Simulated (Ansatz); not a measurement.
Worked example: H2O + C2H10OSi2 → SiH3(OH) + C2H8OSi

Species: H2O (water) `O`, singlet; C2H10OSi2 `O[SiH2]CC[SiH3]`, singlet; SiH3(OH) (silanol), singlet; C2H8OSi `CC[SiH2]O`, singlet. The partners trade H for SiH3: O–H and C–SiH3 bonds give way to O–SiH3 and C–H.

Shapes, held fixed at every level: PBE0-D4/def2-TZVP. Flexible molecules stand in one conformer, not always the lowest. Programs: Ansatz 0.2.0. The zero-point and thermal change to 298 K, harmonic and unscaled (PBE0-D4/def2-TZVP), is +2.1 kJ/mol.

At CCSD(T)/CBS estimate; 1 Eh = 2625.50 kJ/mol:

```
  species  energy (Eh)
      H2O   -76.379409
C2H10OSi2  -735.502291
 SiH3(OH)  -366.690417
  C2H8OSi  -445.225896
```

Problem. Work out ΔH(298 K) of the reaction at this level.

Solution. 
1. Products less reactants: (-366.690417) + (-445.225896) − [(-76.379409) + (-735.502291)] = -0.034613 Eh = -90.9 kJ/mol.
2. With the thermal change: -90.9 + (+2.1) = -88.8 kJ/mol.

Other levels give -120.5 (HF/def2-TZVPP) to -85.1 kJ/mol (CCSD(T)/def2-SVP). No measured value is set beside it here. The CBS estimate extrapolates MP2 from def2-TZVPP and def2-QZVPP and adds CCSD(T) − MP2 in the triple-zeta set, cores frozen.
